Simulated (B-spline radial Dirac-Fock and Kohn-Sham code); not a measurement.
## Binding energies of Pr at several levels of theory

System: atomic praseodymium, [Xe] 4f3 5d2 (not the ground configuration).

The density-functional columns are spherical, spin-unpolarised Dirac-Kohn-Sham results without Breit or QED terms: −ε is minus the orbital energy of the initial state and ΔSCF the difference of two total energies. The reference in the last column comes from multi-electron Dirac-Fock with separately optimised hole states, Breit and Lamb-shift corrections added in first order. All numbers are from an atomic code on a B-spline grid, in eV; a selection of levels is shown. For the 1s level of heavy atoms much of the gap between ΔSCF and the reference is the Breit and QED part, -165.0 eV here; for other levels the error of the functional can be larger.

| level | LDA −ε | LDA ΔSCF | Dirac-Fock |
| --- | --- | --- | --- |
| K | 41731.0 | 42140.3 | 41987.3 |
| L1 | 6710.8 | 6781.8 | 6839.3 |
| L2 | 6345.6 | 6435.9 | 6439.7 |
| L3 | 5864.0 | 5946.3 | 5963.3 |
| M1 | 1446.5 | 1466.4 | 1507.9 |
| M2 | 1290.7 | 1311.8 | 1338.4 |
| M3 | 1195.3 | 1215.1 | 1242.2 |
| M4 | 922.3 | 945.7 | 949.8 |
| M5 | 901.7 | 924.6 | 929.7 |
| N1 | 286.1 | 293.2 | 312.0 |
| N2 | 227.8 | 234.7 | 247.0 |
| N3 | 207.1 | 213.7 | 226.4 |
| N4 | 111.2 | 117.3 | 118.0 |
| N5 | 107.6 | 113.6 | 114.4 |
| N6,7 | 0.10 | 4.55 | 0.68 |
| O1 | 37.48 | 41.13 | 43.03 |
| O2 | 21.96 | 25.37 | 24.14 |
| O3 | 19.16 | 22.47 | 21.44 |
| O4,5 | 1.31 | 3.53 | 2.27 |

Values without a named source are computed, but for edge energies of neutral atoms, which are taken from tables.
